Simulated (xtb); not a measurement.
Sn(F)(OH)3 (FH₃O₃Sn), SMILES [F][Sn]([OH])([OH])[OH]. All values are semi-empirical tight-binding results from xtb (GFN2-xTB unless named), good for trends rather than for accurate numbers. Coordinates come from a GFN2-xTB optimisation. The structure was generated by enumeration; whether it is a known compound was not checked. Other conformers were not sampled.

Optimised geometry:

Bonds (Å): O1–Sn2 1.875, O1–H6 0.960, Sn2–O3 1.875, Sn2–O4 1.875, Sn2–F5 1.898, O3–H7 0.960, O4–H8 0.960. Bond angles (°): Sn2–O1–H6 114.8, O1–Sn2–O3 112.5, O1–Sn2–O4 112.5, O1–Sn2–F5 106.2, O3–Sn2–O4 112.4, O3–Sn2–F5 106.3, O4–Sn2–F5 106.3, Sn2–O3–H7 114.9, Sn2–O4–H8 114.8.
Charge 0, spin multiplicity 1.

For metal compounds this method's bond lengths and energies can be far off.

Computed properties:
```yaml
point_group_as_xtb_finds_it: C3
orbital_gap: 5.62 eV
zero_point_energy: 23.8 kcal/mol
G − E(el) at 298.15 K (modified RRHO): 3.0 kcal/mol
```

Computed atomic charges and the Wiberg bond orders between heavy atoms:
charges (e) O1 -0.44, Sn2 0.58, O3 -0.44, O4 -0.44, F5 -0.29, H6 0.34, H7 0.34, H8 0.34. Bond orders O1–Sn2 0.88, Sn2–O3 0.88, Sn2–O4 0.88, Sn2–F5 0.79.
